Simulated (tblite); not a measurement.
Compound: C10H10O.
Geometry (GFN2-xTB, Å), atoms numbered from 1 in this order:
```xyz
21
C10H10O angstrom
O     -1.3155   -1.0569   -1.4407
C     -0.8544   -0.3349   -0.5807
C      0.6060   -0.2948   -0.3001
C      1.1103   -0.0946    0.9823
C      2.4766   -0.0875    1.1959
C      3.3502   -0.2667    0.1356
C      2.8554   -0.4786   -1.1410
C      1.4907   -0.5044   -1.3558
C     -1.7034    0.5674    0.2370
C     -2.9848   -0.0039    0.8076
C     -3.0514    0.9521   -0.3250
H      0.4374    0.0233    1.8188
H      2.8629    0.0576    2.1941
H      4.4163   -0.2471    0.3070
H      3.5343   -0.6324   -1.9666
H      1.0873   -0.6780   -2.3422
H     -1.1769    1.3046    0.8269
H     -3.1819   -1.0448    0.6007
H     -3.2796    0.3218    1.7940
H     -3.3994    1.9580   -0.1473
H     -3.2891    0.5566   -1.3009
```

Calculated harmonic vibrations of the isolated species, GFN2-xTB (tblite), most abundant isotopes, no scaling. The method is semi-empirical: single wavenumbers can be off by several per cent or more. One conformer, not necessarily the lowest.

Harmonic wavenumbers (cm⁻¹): 34.7, 54.3, 111.1, 170.7, 232.9, 261.2, 304.8, 366.7, 371.3, 495.2, 586.8, 624.1, 656.1, 696.4, 750.2, 770.9, 810.8, 869.9, 879.1, 907.6, 928.5, 931.1, 933.9, 941.0, 986.8, 1041.6, 1067.1, 1073.4, 1080.3, 1091.6, 1093.7, 1124.9, 1155.9, 1181.1, 1193.9, 1218.9, 1255.3, 1280.4, 1322.8, 1361.0, 1417.9, 1430.6, 1465.3, 1471.6, 1582.8, 1594.0, 1709.6, 3069.7, 3076.2, 3080.5, 3084.4, 3086.9, 3090.2, 3093.1, 3097.8, 3099.2, 3117.2.

A = 2919, B = 664.0, C = 573.6 MHz; mass 146.073 u (most abundant isotopes); point group C1, symmetry number 1.

**Question.** Zero-point energy?

**Answer.** Half the sum of the wavenumbers: 36892 cm⁻¹ = 105.48 kcal/mol.

**Question.** What is S at 273.15 K and 1 bar for an ideal gas of classical rigid rotors and harmonic oscillators?

**Answer.** Translation 40.44, rotation 29.79, vibration 25.15: S = 95.4 cal/(mol K).

**Question.** And Cp and H(273.15 K) − H(0)?

**Answer.** Cp = 35.72 cal/(mol K), of which vibrations give 27.77 (their classical limit is 57 R = 113.3); H(273.15 K) − H(0) = 5.75 kcal/mol without the zero-point energy, 3.58 from vibrations.

**Question.** Which modes carry the vibrational entropy at 273.15 K?

**Answer.** 34.7 cm⁻¹: 5.37; 54.3 cm⁻¹: 4.48; 111.1 cm⁻¹: 3.08; 170.7 cm⁻¹: 2.26; 232.9 cm⁻¹: 1.70; 261.2 cm⁻¹: 1.50 cal/(mol K); the other 51 give 6.75 together.

**Question.** How do the functions run with temperature in this model?

**Answer.** 
```csv
T (K),S (cal/(mol K)),Cp (cal/(mol K)),H − H(0) (kcal/mol),G − H(0) (kcal/mol),ln q(vib)
150,78.8,21.9,2.25,-9.56,3.14
250,92.3,32.8,4.96,-18.13,5.50
298.15,98.6,38.9,6.68,-22.73,6.67
400,111.9,51.6,11.30,-33.45,9.21
600,136.7,70.8,23.67,-58.34,14.45
900,169.0,88.0,47.73,-104.35,22.23
```

q(vib) and H(0) count from the zero-point level.

Hindered rotation and anharmonicity are outside this model. Other conformers, if any are populated, would add a mixing term that is left out. The structure is chiral; the term R ln 2 for an equal mix with its mirror image is left out.
